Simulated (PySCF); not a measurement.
GaH3S2, SMILES [SH][GaH][SH]. Atoms are numbered in the order given.

```xyz
6

Ga     0.0000     0.0000    -0.5706
H      0.0000     0.0000    -2.1390
S      0.0000     1.8524     0.6477
H      0.0000     2.6622    -0.4487
S      0.0000    -1.8524     0.6477
H      0.0000    -2.6622    -0.4487
```
Charge 0, spin multiplicity 1.

The structure is a stationary point at PBE-D3(BJ)/def2-SVP. Other conformers were not sampled.

Method: PBE0/pcSseg-1 run with PySCF.

GIAO shieldings, no solvent; atoms alike by connectivity are averaged. δ = σ(ref) − σ: ¹H against TMS (σ = 31.56 ppm); ³³S against H2S (σ = 716.7 ppm), references at their B3LYP-D3(BJ)/def2-TZVP geometries, non-relativistic.

```csv
atoms,nucleus,count,δ (ppm)
H2,¹H,1,(withheld)
"H4, H6",¹H,2,2.08
"S3, S5",³³S,2,93.7
```

### Question
Some entries are withheld; supply them. (The exact figures need the calculation; the answer reports its results.)

### Answer

- H2, δ (ppm): 6.81
